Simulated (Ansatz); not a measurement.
`[CH3][GeH]([CH3])[Cl]` + `[O]=[W](=[O])([OH])[Cl]` → `[CH3][GeH]([Cl])[Cl]` + `[CH3][W](=[O])(=[O])[OH]` at 700 K and 1 bar (redistribution).

Isolated molecules relaxed with PBE0-D4/def2-TZVP in Ansatz; ΔE leaves out vibrations. CCSD(T)/CBS is the MP2 limit (def2-TZVPP, def2-QZVPP) plus CCSD(T) − MP2 in def2-TZVPP, frozen cores. def2 core potentials past Kr. For Ge, W outer-core shells are correlated without core-valence functions, which leaves a few kJ/mol of doubt a bond. Scalar relativity is left out up to krypton. Each species was taken in one conformer, which may not be the lowest.

```csv
species,CCSD(T)/CBS energy (Eh),H − E (kJ/mol),S (J/(mol·K))
`[CH3][GeH]([CH3])[Cl]`,-2616.27253,295.7,470.8
`[O]=[W](=[O])([OH])[Cl]`,-753.05462,117.8,437.3
`[CH3][GeH]([Cl])[Cl]`,-3036.22487,191.4,443.4
`[CH3][W](=[O])(=[O])[OH]`,-333.08568,220.8,467.6
```

H − E and S are ideal-gas, rigid-rotor, harmonic terms from PBE0-D4/def2-TZVP, for one conformer and one mirror image of each species. 1 Eh = 2625.50 kJ/mol, R = 8.31446 J/(mol·K).

Problem. By hand: ΔE, ΔH, ΔS and ΔG.

Solution. ΔE = (-3036.22487) + (-333.08568) − (-2616.27253) − (-753.05462) = 0.01660 Eh = 43.6 kJ/mol. Δ(H − E) = 191.4 + 220.8 − 295.7 − 117.8 = -1.3, so ΔH = 42.3 kJ/mol. ΔS = 443.4 + 467.6 − 470.8 − 437.3 = 2.9 J/(mol·K). ΔG = 42.3 − 700 × (2.9)/1000 = 40.3 kJ/mol.

Problem. By hand: the equilibrium constant, and the temperature at which ΔG would vanish if ΔH and ΔS stayed fixed.

Solution. log₁₀ K = −ΔG/(RT ln 10) = -3.0. ΔG = 0 at ΔH/ΔS = 14586 K, far beyond where these terms or the molecules hold.

The number of gas molecules stays the same, so ΔS is small and ΔH decides. A doubt of 5 kJ/mol in ΔE shifts log₁₀ K by 0.4 here. Other conformers and mirror images would add mixing entropy, several J/(mol·K) or more a flexible species. These are equilibria of isolated gas molecules and say nothing of rates. Largest T1 diagnostic: 0.023 (customary marks: 0.02 for closed shells, 0.045 for open ones).
